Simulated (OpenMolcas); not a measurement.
CuC at 1.784 Å: OpenMolcas input and output

Input (each module block was a call of its own in one work directory; start orbitals came from a preliminary run):

```
&GATEWAY
Coord
2
angstrom
Cu 0.0 0.0 0.0
C 0.0 0.0 1.7840
Basis=ANO-RCC-VTZP
Group=XY
RX2C
AMFI
ANGMom
0.0 0.0 0.0
RICD
&SEWARD
&GUESSORB
* RASSCF and CASPT2 blocks for each multiplicity and irrep, as for the first:
&RASSCF
FileOrb=$CurrDir/o22.orb
Symmetry=2
Spin=2
nActEl=13 0 0
Inactive=7 4
RAS2=5 4
CIRoot=4 4 1
Linear
Iterations=120 100
OrbListing=Nothing
PRWF=0.15
>>COPY $Project.RasOrb $CurrDir/o22.orb
>>COPY $Project.rasscf.h5 $CurrDir/r22.h5
&CASPT2
XMultistate=all
Imaginary=0.2
IPEA=0.25
MaxIter=40
>>COPY $Project.JobMix JOB001
&RASSI
Nr of JobIphs=4 4 6 6 4
1 2 3 4
1 2 3 4 5 6
1 2 3 4 5 6
1 2 3 4
SpinOrbit
EJob
Omega
MEES
MESO
Properties=4
'AngMom' 3 'Mltpl  1' 1 'Mltpl  1' 2 'Mltpl  1' 3
Thrs=1.0d-4
>>COPY $Project.rassi.h5 $CurrDir/so.h5
```

```bash
pymolcas m.inp
```

C2 symmetry about the axis (a holds Σ, Δ, Γ; b holds Π, Φ, H; Σ⁺ and Σ⁻ are not told apart); roots by multiplicity and irrep: 2b 4, 2a 6, 4a 6, 4b 4.

RASSI part of the output, in excerpt:

```
SPIN-FREE ENERGIES:
  (Shifted by EMIN (a.u.) =      -1691.8082139641)
 SF State       Relative EMIN(au)   Rel lowest level(eV)    D:o, cm**(-1)      Abs_M
     1             0.0000000000        0.0000000000              0.0000         1.0
     2             0.0000000015        0.0000000399              0.0003         1.0
    11             0.0404923676        1.1018534538           8887.0474         0.0
     5             0.0550155845        1.4970503200          12074.5251         0.0
     6             0.0574603540        1.5635758867          12611.0900         0.0
    17             0.0736153562        2.0031758906          16156.7032         1.0
    18             0.0736153583        2.0031759476          16156.7036         1.0
     7             0.0818837801        2.2281711687          17971.4125         2.0
     8             0.0821195937        2.2345879819          18023.1676         2.0
    12             0.0837844117        2.2798899892          18388.5529         0.0
     9             0.0877063343        2.3866109396          19249.3154         2.0
    10             0.0877186615        2.3869463786          19252.0209         2.0
    13             0.0900810573        2.4512304443          19770.5068         2.0
    14             0.0900957509        2.4516302777          19773.7317         2.0
    19             0.1022817612        2.7832285112          22448.2518         1.0
    20             0.1022817641        2.7832285879          22448.2525         1.0
     4             0.1029009933        2.8000786747          22584.1576         1.0
     3             0.1029009933        2.8000786747          22584.1576         1.0
    15             0.1356601101        3.6914996544          29773.9527         2.0
    16             0.1356968823        3.6925002772          29782.0232         2.0
++ Dipole transition strengths (spin-free states):
     for osc. strength at least  1.00000000E-05
      From   To        Osc. strength     Einstein coefficients Ax, Ay, Az (sec-1)    Total A (sec-1)
         1    5       1.15963710E-03  1.12345809E+05  4.27012105E+02  0.00000000E+00  1.12772821E+05
         1    6       1.00664558E-03  5.61279574E+02  1.06227118E+05  0.00000000E+00  1.06788397E+05
         1    7       3.26421574E-04  2.13516214E+03  6.81859135E+04  0.00000000E+00  7.03210756E+04
         1    8       3.20370254E-04  6.72934658E+04  2.12206563E+03  0.00000000E+00  6.94155314E+04
         1    9       3.23324646E-04  2.75328546E+03  7.71586434E+04  0.00000000E+00  7.99119289E+04
         1   10       3.30836334E-04  7.89999711E+04  2.79151053E+03  0.00000000E+00  8.17914816E+04
         1    4       4.54172227E-05  0.00000000E+00  0.00000000E+00  1.54514980E+04  1.54514980E+04
         2    5       1.15962593E-03  4.27015164E+02  1.12344714E+05  0.00000000E+00  1.12771729E+05
         2    6       1.00668457E-03  1.06231285E+05  5.61243013E+02  0.00000000E+00  1.06792528E+05
         2    7       3.26443937E-04  6.81906893E+04  2.13520146E+03  0.00000000E+00  7.03258908E+04
         2    8       3.20368920E-04  2.12229625E+03  6.72929435E+04  0.00000000E+00  6.94152397E+04
         2    9       3.23312366E-04  7.71555842E+04  2.75330691E+03  0.00000000E+00  7.99088911E+04
         2   10       3.30834361E-04  2.79146264E+03  7.89995283E+04  0.00000000E+00  8.17909910E+04
         2    3       4.54172569E-05  0.00000000E+00  0.00000000E+00  1.54515092E+04  1.54515092E+04
        11   17       5.56059303E-05  1.96007039E+03  8.73584000E-02  0.00000000E+00  1.96015775E+03
        11   18       5.56059264E-05  8.73583948E-02  1.96007051E+03  0.00000000E+00  1.96015786E+03
        11   12       1.46700143E-05  0.00000000E+00  0.00000000E+00  8.83400432E+02  8.83400432E+02
        11   19       1.26788409E-04  1.55525504E+04  5.97506137E-01  0.00000000E+00  1.55531479E+04
        11   20       1.26788420E-04  5.97506454E-01  1.55525531E+04  0.00000000E+00  1.55531506E+04
         5    4       2.44834831E-04  1.79377676E+04  1.00319658E+02  0.00000000E+00  1.80380872E+04
         5    3       2.44833842E-04  1.00321057E+02  1.79376933E+04  0.00000000E+00  1.80380144E+04
         6    4       1.95523321E-05  8.90713026E+01  1.20810294E+03  0.00000000E+00  1.29717424E+03
         6    3       1.95540642E-05  1.20821561E+03  8.90735414E+01  0.00000000E+00  1.29728915E+03
        17   19       1.10820263E-04  0.00000000E+00  0.00000000E+00  2.92601484E+03  2.92601484E+03
        17   15       5.45793186E-05  6.75070374E+03  1.18545201E-03  0.00000000E+00  6.75070493E+03
        17   16       5.46139784E-05  1.21530109E-03  6.76300001E+03  0.00000000E+00  6.76300123E+03
        18   20       1.10820237E-04  0.00000000E+00  0.00000000E+00  2.92601432E+03  2.92601432E+03
        18   15       5.45792812E-05  1.18545479E-03  6.75069866E+03  0.00000000E+00  6.75069984E+03
        18   16       5.46139559E-05  6.76299677E+03  1.21528880E-03  0.00000000E+00  6.76299798E+03
         7    4       2.06205073E-05  3.67796800E+00  2.88980091E+02  0.00000000E+00  2.92658059E+02
         7    3       2.06160888E-05  2.88918036E+02  3.67731263E+00  0.00000000E+00  2.92595348E+02
         8    4       2.02939561E-05  2.78046417E+02  3.55004186E+00  0.00000000E+00  2.81596459E+02
         8    3       2.02937587E-05  3.54951978E+00  2.78044199E+02  0.00000000E+00  2.81593719E+02
        12   19       1.58342915E-05  1.74065032E+02  6.80947683E-03  0.00000000E+00  1.74071842E+02
        12   20       1.58343021E-05  6.80948446E-03  1.74065201E+02  0.00000000E+00  1.74072011E+02
 Electric-quadrupole - electric-quadrupole not included
 Electric-dipole - electric-octupole not included
 Electric-dipole - magnetic-quadrupole not included
   Eigenvalues of complex Hamiltonian:
  (Shifted by EMIN (a.u.) =      -1691.8082139641)
 SO State       Relative EMIN(au)   Rel lowest level(eV)    D:o, cm**(-1)      Omega
     1            -0.0008580297        0.0000000000              0.0000         0.5
     2            -0.0008580297        0.0000000000              0.0000         0.5
     3             0.0006067420        0.0398584700            321.4802         1.5
     4             0.0006067420        0.0398584700            321.4802         1.5
     5             0.0403644149        1.1217198623           9047.2808         0.5
     6             0.0403644149        1.1217198623           9047.2808         0.5
     7             0.0404455343        1.1239272343           9065.0845         1.5
     8             0.0404455343        1.1239272343           9065.0845         1.5
     9             0.0546190575        1.5096084478          12175.8133         0.5
    10             0.0546190575        1.5096084478          12175.8133         0.5
    11             0.0574632124        1.5870018473          12800.0331         0.5
    12             0.0574632124        1.5870018473          12800.0331         0.5
    13             0.0729428553        2.0082243879          16197.4220         0.5
    14             0.0729428553        2.0082243879          16197.4220         0.5
    15             0.0733207964        2.0185086907          16280.3705         0.5
    16             0.0733207964        2.0185086907          16280.3705         0.5
    17             0.0736392169        2.0271733526          16350.2557         1.5
    18             0.0736392169        2.0271733526          16350.2557         1.5
    19             0.0740530698        2.0384348637          16441.0860         2.5
    20             0.0740530698        2.0384348637          16441.0860         2.5
    21             0.0816433466        2.2449768164          18106.9592         1.7
    22             0.0816433466        2.2449768164          18106.9592         1.7
    23             0.0819679185        2.2538088696          18178.1945         2.4
    24             0.0819679185        2.2538088696          18178.1945         2.4
    25             0.0833378778        2.2910873592          18478.8658         0.5
    26             0.0833378778        2.2910873592          18478.8658         0.5
    27             0.0834406104        2.2938828557          18501.4130         1.5
    28             0.0834406104        2.2938828557          18501.4130         1.5
    29             0.0850357946        2.3372900309          18851.5154         1.5
    30             0.0850357946        2.3372900309          18851.5154         1.5
    31             0.0856185801        2.3531484321          18979.4221         2.5
    32             0.0856185801        2.3531484321          18979.4221         2.5
    33             0.0864065664        2.3745906298          19152.3651         3.5
    34             0.0864065664        2.3745906298          19152.3651         3.5
    35             0.0912442272        2.5062300885          20214.1089         2.5
    36             0.0912442272        2.5062300885          20214.1089         2.5
    37             0.0921227944        2.5301371205          20406.9321         1.5
    38             0.0921227944        2.5301371205          20406.9321         1.5
    39             0.0929595942        2.5529076021          20590.5884         0.5
    40             0.0929595942        2.5529076021          20590.5884         0.5
    41             0.1019883513        2.7985925992          22572.1716         2.5
    42             0.1019883513        2.7985925992          22572.1716         2.5
    43             0.1023761150        2.8091441852          22657.2759         0.5
    44             0.1023761150        2.8091441852          22657.2759         0.5
    45             0.1024149665        2.8102013894          22665.8028         1.5
    46             0.1024149665        2.8102013894          22665.8028         1.5
    47             0.1040072801        2.8535304492          23015.2752         0.5
    48             0.1040072801        2.8535304492          23015.2752         0.5
    49             0.1044327265        2.8651074364          23108.6499         0.5
    50             0.1044327265        2.8651074364          23108.6499         0.5
    51             0.1045204422        2.8674943030          23127.9013         1.5
    52             0.1045204422        2.8674943030          23127.9013         1.5
    53             0.1335166748        3.6565219868          29491.8387         0.5
    54             0.1335166748        3.6565219868          29491.8387         0.5
    55             0.1349809876        3.6963679669          29813.2182         1.5
    56             0.1349809876        3.6963679669          29813.2182         1.5
    57             0.1364328838        3.7358760752          30131.8726         2.5
    58             0.1364328838        3.7358760752          30131.8726         2.5
    59             0.1378713281        3.7750181400          30447.5747         3.5
    60             0.1378713281        3.7750181400          30447.5747         3.5
 Weights of the five most important spin-orbit-free states for each spin-orbit state.
 SO State  Total energy (au)           Spin-free states, spin, and weights
    1        -0.000858       1 0.5  0.4993    2 0.5  0.4993    6 0.5  0.0003    5 0.5  0.0003   12 1.5  0.0002
    2        -0.000858       1 0.5  0.4993    2 0.5  0.4993    6 0.5  0.0003    5 0.5  0.0003   12 1.5  0.0002
    3         0.000607       2 0.5  0.4991    1 0.5  0.4991   12 1.5  0.0008    7 0.5  0.0002    8 0.5  0.0002
    4         0.000607       2 0.5  0.4991    1 0.5  0.4991   12 1.5  0.0008    7 0.5  0.0002    8 0.5  0.0002
    5         0.040364      11 1.5  0.9963   18 1.5  0.0015   17 1.5  0.0015   19 1.5  0.0002   20 1.5  0.0002
    6         0.040364      11 1.5  0.9963   18 1.5  0.0015   17 1.5  0.0015   19 1.5  0.0002   20 1.5  0.0002
    7         0.040446      11 1.5  0.9984   17 1.5  0.0006   18 1.5  0.0006   19 1.5  0.0001   20 1.5  0.0001
    8         0.040446      11 1.5  0.9984   17 1.5  0.0006   18 1.5  0.0006   19 1.5  0.0001   20 1.5  0.0001
    9         0.054619       5 0.5  0.9855   17 1.5  0.0031   18 1.5  0.0031   19 1.5  0.0025   20 1.5  0.0025
   10         0.054619       5 0.5  0.9855   17 1.5  0.0031   18 1.5  0.0031   19 1.5  0.0025   20 1.5  0.0025
   11         0.057463       6 0.5  0.9959    5 0.5  0.0023   17 1.5  0.0007   18 1.5  0.0007    1 0.5  0.0001
   12         0.057463       6 0.5  0.9959    5 0.5  0.0023   17 1.5  0.0007   18 1.5  0.0007    1 0.5  0.0001
   13         0.072943      18 1.5  0.4887   17 1.5  0.4887   12 1.5  0.0156    5 0.5  0.0028   11 1.5  0.0022
   14         0.072943      18 1.5  0.4887   17 1.5  0.4887   12 1.5  0.0156    5 0.5  0.0028   11 1.5  0.0022
   15         0.073321      17 1.5  0.4934   18 1.5  0.4934   12 1.5  0.0070    5 0.5  0.0032   11 1.5  0.0008
   16         0.073321      17 1.5  0.4934   18 1.5  0.4934   12 1.5  0.0070    5 0.5  0.0032   11 1.5  0.0008
   17         0.073639      18 1.5  0.4904   17 1.5  0.4904   12 1.5  0.0115   11 1.5  0.0012   10 0.5  0.0011
   18         0.073639      18 1.5  0.4904   17 1.5  0.4904   12 1.5  0.0115   11 1.5  0.0012   10 0.5  0.0011
   19         0.074053      18 1.5  0.4929   17 1.5  0.4929   10 0.5  0.0035    9 0.5  0.0035    7 0.5  0.0020
   20         0.074053      18 1.5  0.4929   17 1.5  0.4929   10 0.5  0.0035    9 0.5  0.0035    7 0.5  0.0020
   21         0.081643       7 0.5  0.7768    8 0.5  0.1601   14 1.5  0.0169    9 0.5  0.0139   12 1.5  0.0137
   22         0.081643       7 0.5  0.7768    8 0.5  0.1601   14 1.5  0.0169    9 0.5  0.0139   12 1.5  0.0137
   23         0.081968       8 0.5  0.7853    7 0.5  0.1774   13 1.5  0.0189   10 0.5  0.0067   14 1.5  0.0033
   24         0.081968       8 0.5  0.7853    7 0.5  0.1774   13 1.5  0.0189   10 0.5  0.0067   14 1.5  0.0033
   25         0.083338      12 1.5  0.9436   19 1.5  0.0149   20 1.5  0.0149   17 1.5  0.0108   18 1.5  0.0108
   26         0.083338      12 1.5  0.9436   19 1.5  0.0149   20 1.5  0.0149   17 1.5  0.0108   18 1.5  0.0108
   27
```

Only roots inside an energy window near the equilibrium distance were included, so the list of states is not complete; labels number the states computed. Each spin and symmetry block has orbitals of its own, averaged over its own roots, so gaps between blocks are less sure than gaps within one and near the minimum can be off by tenths of an eV, in bad cases by more. No Rydberg orbitals are active, so Rydberg states, and σ→σ* states whose orbital the CASSCF left unused, can be missing between those listed. CASPT2 splits the two components of degenerate states numerically, here by up to 52 cm⁻¹. For d and f metals this valence active space lacks a second d shell: the order of states is not reliable within half an eV or more, and the lowest computed state need not be the true ground state.
